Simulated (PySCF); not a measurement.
Be(OH)(SH) (BeH2OS), SMILES [OH][Be][SH].

Geometry optimised at PBE0-D3(BJ)/def2-TZVP. Other conformers were not sampled.

Method: CAM-B3LYP/def2-TZVPD (PySCF).

Question: Estimate the frontier levels, gap, dipole moment and polarisability. (Estimate from the structure and the level; the computed values follow.)

Answer: 
```yaml
highest_occupied_level: -8.89 eV
lowest_empty_level: -0.06 eV
orbital_gap: 8.84 eV
dipole_moment: 0.373 e·Å
quadrupole, principal values (traceless, Buckingham form, about the centre of nuclear charge): -7.44, 1.97, 5.47 D·Å
mean_static_polarisability: 41.1 bohr³ (6.08 Å³)
polarisability_principal_values: 36.2, 37.0, 50.0 bohr³
```
